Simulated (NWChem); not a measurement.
# Lowest excitation of H2BrGa

SMILES: [GaH2][Br]
```xyz
4

Ga     0.0000     0.0000    -1.1721
H     -1.4096     0.0000    -1.8448
H      1.4096     0.0000    -1.8448
Br     0.0000     0.0000     1.1436
```
Charge 0, spin multiplicity 1.

Everything below was run with NWChem. Structure: optimised with B3LYP/def2-SVP, a minimum by its harmonic frequencies.

Basis set: def2-SVPD.

The cost column gives rough processor time relative to TD-PBE; each entry includes its own SCF.

The Hamiltonian is non-relativistic. The correlated methods keep 18 core orbitals frozen. B3LYP has NWChem's definition, with VWN1-RPA local correlation. GW and range-separated runs recompute their integrals, the others keep them in memory, which bears on the times. The structure started from a generated list of species. Coupled-cluster values serve here as a point of comparison, not as the truth.

```tsv
method	lowest vertical singlet excitation energy (eV)	relative cost
TD-PBE	4.14	1
EOM-CCSD	(withheld)	under 3
CIS	(withheld)	under 3
TD-B3LYP	(withheld)	under 3
TDA-CAM-B3LYP	(withheld)	under 3
```

Task: Complete the blanks.

Result: 
- EOM-CCSD, lowest vertical singlet excitation energy (eV): 5.18
- CIS, lowest vertical singlet excitation energy (eV): 6.11
- TD-B3LYP, lowest vertical singlet excitation energy (eV): 4.51
- TDA-CAM-B3LYP, lowest vertical singlet excitation energy (eV): 4.88
